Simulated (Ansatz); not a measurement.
The same path of C₃H₉GeN (14 atoms, charge 0, multiplicity 1) was run twice with different band settings. The coordinate that changes most is the height of N5 over the plane of its neighbours.

All numbers below come from Ansatz, RKS PBE0/def2-mTZVP.

Relaxed end points:

```xyz
14
Properties=species:S:1:pos:R:3
C -2.365 -0.524 0.670
C -1.383 -0.168 -0.150
C -0.126 -0.931 -0.370
Ge 1.450 0.045 0.296
N 1.559 1.634 -0.645
H -3.246 0.094 0.799
H -2.328 -1.446 1.243
H -1.466 0.770 -0.695
H 0.042 -1.104 -1.439
H -0.163 -1.909 0.117
H 1.283 0.431 1.777
H 2.707 -0.850 0.128
H 1.990 1.554 -1.559
H 2.032 2.376 -0.143
```

```xyz
14
Properties=species:S:1:pos:R:3
C -2.281 -0.264 0.684
C -1.324 -0.095 -0.222
C -0.140 -0.971 -0.411
Ge 1.518 -0.128 0.277
N 1.872 1.558 -0.383
H -3.103 0.437 0.779
H -2.283 -1.112 1.363
H -1.379 0.775 -0.876
H 0.019 -1.192 -1.471
H -0.268 -1.925 0.109
H 1.397 0.021 1.804
H 2.729 -1.005 -0.107
H 2.040 1.607 -1.381
H 1.190 2.265 -0.135
```

Common settings: spring 5.0 eV/Å²; optimiser quadratic models (default); start path IDPP; force threshold 0.03 eV/Å; iteration limit 60; end points relaxed.

| run | movable images | climbing image |
| --- | --- | --- |
| 1 | 5 | yes |
| 2 | 4 | no |

Question: What does each run give, and how far can it be trusted?

Answer: Run 1: converged after 8 iterations, highest image 0.056 eV above the first end. A vibrational analysis at the climbing image gives one clearly imaginary mode, 423i cm⁻¹: a first-order saddle point.
Run 2: converged after 8 iterations, highest image 0.034 eV above the first end. No image climbed, so the highest image needn't sit at the top of the path.
